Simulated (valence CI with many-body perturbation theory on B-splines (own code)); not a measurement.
The numbers below are computed, except where a source is named.
**Hyperfine factors and g values of Lu55+**

Level of theory: relativistic CI+MBPT: six valence electrons over a frozen Dirac-Fock core [Ne], radial functions for each j: 9 s, 9 p, 8 d, 6 f, 3 g, 1 h, with the one-electron correlation potential Σ1, the two-electron term Σ2, the three-electron term Σ3, Breit, model QED; selected CI, second order for the rest, scaled by the run's own slope (own B-spline code, finite nucleus).

No measured spectrum was set against this ion. As an estimate, large intervals hold to a few tenths of a per cent, small ones and those within an open d or f shell to about a per cent. Among the levels kept, up to 970 cm⁻¹ of a level comes from second order outside the variational space, and about a tenth of that is noise between levels of different J, which matters for small intervals.

A/g_I is the dipole constant over the nuclear g factor μ/I (μ in nuclear magnetons, uniformly magnetised nucleus), B/Q the quadrupole constant per barn. Both hold the static response of the core; the bare values leave it out. Large factors of s and p1/2 electrons are usually good to 5 to 10 %; those of open d and f shells near neutrality can be off by tens of per cent, and small factors of p3/2, d and f electrons come from cancelling terms and can be off by a factor of two or in sign, in half-filled shells by more. B is blank for J = 1/2, where it vanishes, and for nearly pure S terms. Energies count from the lowest level. Levels with J = 0 are left out.

Levels are named by their leading jj configuration (3d3/2^4 stands for four electrons in 3d with j = 3/2), which in mixed levels can hold well under half, so a name can repeat and another be missing. Letters in brackets count levels of one name in rising energy.

```tsv
Level	E (eV)	g	A/g_I (MHz)	A/g_I bare	B/Q (MHz/b)	B/Q bare
(3s^2 3p1/2^2 3p3/2^2) J=2	0.00	1.333	179000	178000	27800	27400
(3s^2 3p1/2^2 3p3/2 3d3/2) J=2	222.43	1.043	137000	138000	-2720	-2490
(3s^2 3p1/2^2 3p3/2 3d3/2) J=1	230.29	1.112	127000	128000	-156000	-155000
(3s^2 3p1/2^2 3p3/2 3d3/2) J=3	230.92	1.093	134000	135000	372000	370000
(3s^2 3p1/2 3p3/2^3) J=1	283.97	1.490	-147000	-141000	-178000	-175000
(3s^2 3p1/2^2 3p3/2 3d5/2) J=4	292.55	1.253	88600	90100	387000	385000
(3s^2 3p1/2 3p3/2^3) J=2	293.17	1.143	511000	504000	-384000	-379000
(3s^2 3p1/2^2 3p3/2 3d5/2) J=2	298.19	1.241	63200	65500	-228000	-224000
(3s^2 3p1/2^2 3p3/2 3d5/2) J=3	316.74	1.196	81000	82400	-698	1420
(3s^2 3p1/2^2 3p3/2 3d5/2) J=1	327.25	1.048	-69000	-64200	48700	49000
(3s^2 3p1/2^2 3d3/2^2) J=2	454.19	0.748	95500	97700	3810	3990
(3s 3p1/2^2 3p3/2^3) J=2	456.55	1.469	1110000	1090000	-330000	-326000
(3s 3p1/2^2 3p3/2^3) J=1	476.53	1.186	-635000	-617000	-127000	-126000
(3s^2 3p1/2 3p3/2^2 3d3/2) J=2 [a]	497.39	1.026	282000	280000	-195000	-193000
(3s^2 3p1/2 3p3/2^2 3d3/2) J=1 [a]	499.62	0.979	308000	305000	-55900	-55900
(3s^2 3p1/2 3p3/2^2 3d3/2) J=3 [a]	505.02	1.075	277000	275000	-4430	-3650
(3s^2 3p1/2 3p3/2^2 3d3/2) J=4	513.06	1.045	313000	310000	60300	62100
(3s^2 3p1/2 3p3/2^2 3d3/2) J=2 [b]	525.37	0.819	408000	404000	206000	206000
(3s^2 3p1/2^2 3d3/2 3d5/2) J=3	527.75	1.075	57400	59900	15000	15700
(3s^2 3p1/2^2 3d3/2 3d5/2) J=2	538.32	1.178	51800	54400	-30300	-31100
(3s^2 3p1/2 3p3/2^2 3d3/2) J=3 [b]	538.84	1.183	68000	70500	46000	46000
(3s^2 3p1/2^2 3d3/2 3d5/2) J=1	542.56	1.517	14500	16800	18000	18900
(3s^2 3p1/2^2 3d3/2 3d5/2) J=4	543.29	1.070	64000	66700	82400	86400
(3s^2 3p1/2 3p3/2^2 3d3/2) J=2 [c]	545.15	1.248	285000	282000	-9260	-10500
(3s^2 3p1/2 3p3/2^2 3d3/2) J=1 [b]	549.95	1.500	201000	201000	115000	113000
(3s^2 3p1/2 3p3/2^2 3d3/2) J=1 [c]	562.54	0.899	-295000	-284000	-62700	-60700
(3s^2 3p1/2 3p3/2^2 3d5/2) J=3 [a]	563.54	1.300	-77100	-72300	48700	49700
(3s^2 3p1/2 3p3/2^2 3d5/2) J=4 [a]	563.93	1.293	-25800	-22000	133000	134000
(3s^2 3p1/2 3p3/2^2 3d5/2) J=4 [b]	575.80	1.176	261000	259000	10200	11400
(3s^2 3p1/2 3p3/2^2 3d5/2) J=1	578.30	0.923	654000	644000	12200	12300
(3s^2 3p1/2 3p3/2^2 3d5/2) J=5	578.88	1.188	241000	240000	78300	80200
(3s^2 3p1/2 3p3/2^2 3d5/2) J=2	596.18	1.270	-168000	-161000	309000	307000
(3s^2 3p1/2 3p3/2^2 3d5/2) J=3 [b]	602.86	1.115	289000	287000	375000	372000
```

Question: Take the isotope of mass number 176, with I = 7, μ = 3.16 μN and Q = 4.92 b. What is the hyperfine structure of (3s^2 3p1/2^2 3p3/2 3d5/2) J=2?

Answer: From the table A = 28500 MHz, B = -1120000 MHz. Shifts from the centre of gravity in MHz: F = 5: -874000, F = 6: -233000, F = 7: 236000, F = 8: 402000, F = 9: 119000.
